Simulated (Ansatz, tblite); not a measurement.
Spin states of H2W2⁺, each relaxed with PBE-D4/def2-TZVP in Ansatz. Electronic energies in the gas phase.

In the def2 sets W takes a core potential; there is no spin–orbit coupling. The xTB rows come from tblite. Correlated methods freeze no core orbitals; core or outer-core shells of W are correlated, in sets that lack core-valence functions. The structure comes from a short search, and lower isomers may exist.

Doublet geometry (C2h within 0.1 Å):

```csv
atom,x (Å),y (Å),z (Å)
W1,-0.568,-0.597,-0.685
W2,0.569,0.596,0.682
H3,1.257,-0.809,1.340
H4,-1.257,0.811,-1.337
```

Quartet geometry (C2h within 0.1 Å):

Cartesian coordinates in Å:
```
W 0.2033 0.8722 -0.6643
W -0.2033 -0.8722 0.6642
H -1.0150 0.1570 1.7435
H 1.0150 -0.1571 -1.7434
```

⟨S²⟩: doublet 1.41 at PBE0-D4/def2-TZVP (pure 0.75), quartet 3.76 at PBE0-D4/def2-TZVP (pure 3.75).

Run but left out: HF/def2-TZVP, HF/def2-TZVPP, r2SCAN-D4/def2-TZVP, r2SCANh-D4/def2-TZVP, PBE0-D4/def2-TZVP, CAM-B3LYP-D4/def2-TZVP, ωB97M-V/def2-TZVP, B2PLYP/def2-TZVP, MP2/def2-TZVP, MP2/def2-TZVPP, CCSD/def2-TZVPP, CCSD(T)/def2-TZVPP (doublet: ⟨S²⟩ 1.39 to 2.80, where a pure state has 0.75).

Only these spin states were relaxed. Higher spins weren't run and may lie lower.

```csv
level,quartet − doublet (kJ/mol),lowest of these,remarks
GFN2-xTB,-137.1,quartet,–
PBE-D4/def2-TZVP,56.5,doublet,spin-contaminated (⟨S²⟩ 0.93) (doublet)
RPA@PBE/def2-TZVP,63.2,doublet,spin-contaminated (⟨S²⟩ 0.93) (doublet)
```

Question: Estimate the rows for GFN1-xTB, BLYP-D4/def2-TZVP.

Answer: 
```tsv
level	quartet − doublet (kJ/mol)	lowest of these
GFN1-xTB	-274.2	quartet
BLYP-D4/def2-TZVP	64.3	doublet
```

The xTB methods have no spin-polarisation term.
